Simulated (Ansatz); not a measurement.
H6GaN3, SMILES `[NH2][Ga]([NH2])[NH2]` with one electron removed (charge 1, multiplicity 2), frozen-core CCSD(T)/cc-pVTZ // PBE0-D4/def2-TZVP (Ansatz, a first-principles code). The calculation was stopped at its time limit.

Ansatz 0.2 input:
```yaml
crystal:
  periodic: [false, false, false]
  atoms:
    - { symbol: N, position_ang: [-0.972987, 1.543268, -0.080624] }
    - { symbol: Ga, position_ang: [-0.001735, 0.000925, -0.053394] }
    - { symbol: N, position_ang: [-0.854264, -1.607916, -0.143018] }
    - { symbol: N, position_ang: [1.814434, 0.072187, -0.19271] }
    - { symbol: H, position_ang: [-1.948734, 1.545887, 0.164126] }
    - { symbol: H, position_ang: [-0.548086, 2.427562, 0.141762] }
    - { symbol: H, position_ang: [-0.362358, -2.465715, 0.042049] }
    - { symbol: H, position_ang: [-1.825366, -1.694366, 0.10496] }
    - { symbol: H, position_ang: [2.318085, 0.915948, 0.022698] }
    - { symbol: H, position_ang: [2.381011, -0.73778, -0.005849] }
basis:
  gaussian: { orbitals: cc-pVTZ }
correlation:
  method: ccsd_t
total_charge: 1
magnetization:
  spin_polarized: true
  initial_magnetization: 1
```

The last lines of the output:

```
mean field evaluation 64: about -56870.4893 eV, gradient 2.1e-1 eV
mean field evaluation 96: about -56870.4880 eV, gradient 1.5e-1 eV
mean field evaluation 128: about -56867.6393 eV, gradient 7.4e0 eV
mean field evaluation 160: about -56862.4805 eV, gradient 2.5e0 eV
mean field evaluation 192: about -56868.2768 eV, gradient 2.8e-1 eV
mean field evaluation 224: about -56866.2766 eV, gradient 2.7e-1 eV
mean field evaluation 256: about -56870.4816 eV, gradient 5.8e-2 eV
mean field evaluation 288: about -56867.1464 eV, gradient 4.1e-1 eV
mean field -56870.92859692 eV, -2089.9680774368 hartree, gradient 2.2e-6 eV, S^2 0.760979; 10 other end points of the search recorded, 0 dependent functions left out
determinant -56870.92859692 eV, -2089.9680774368 hartree, with singles and doubles -56892.66204816 eV, -2090.7667670386 hartree
determinant -56870.92855283 eV, -2089.9680758168 hartree, with singles and doubles -56892.66200019 eV, -2090.7667652756 hartree
determinant -56870.92793676 eV, -2089.9680531766 hartree, with singles and doubles -56892.66140975 eV, -2090.7667435772 hartree
determinant -56870.48922479 eV, -2089.9519308088 hartree, with singles and doubles -56892.67875537 eV, -2090.7673810171 hartree
determinant -56870.48891505 eV, -2089.9519194260 hartree, with singles and doubles -56892.52534238 eV, -2090.7617431936 hartree
determinant -56870.48882820 eV, -2089.9519162346 hartree, with singles and doubles -56892.52528471 eV, -2090.7617410743 hartree
determinant -56868.27524779 eV, -2089.8705686549 hartree, with singles and doubles -56891.05060164 eV, -2090.7075474711 hartree
determinant -56870.92859692 eV, -2089.9680774368 hartree, with singles and doubles -56892.50191092 eV, -2090.7608821036 hartree
determinant -56870.92855283 eV, -2089.9680758168 hartree, with singles and doubles -56892.50186188 eV, -2090.7608803011 hartree
determinant -56870.92793676 eV, -2089.9680531766 hartree, with singles and doubles -56892.50128009 eV, -2090.7608589208 hartree
determinant -56870.48922479 eV, -2089.9519308088 hartree, with singles and doubles -56892.52574165 eV, -2090.7617578667 hartree
determinant -56870.92859692 eV, -2089.9680774368 hartree, with singles and doubles -56892.55270881 eV, -2090.7627488913 hartree
determinant -56870.92855283 eV, -2089.9680758168 hartree, with singles and doubles -56892.55265860 eV, -2090.7627470463 hartree
determinant -56870.92793676 eV, -2089.9680531766 hartree, with singles and doubles -56892.55213015 eV, -2090.7627276262 hartree
```
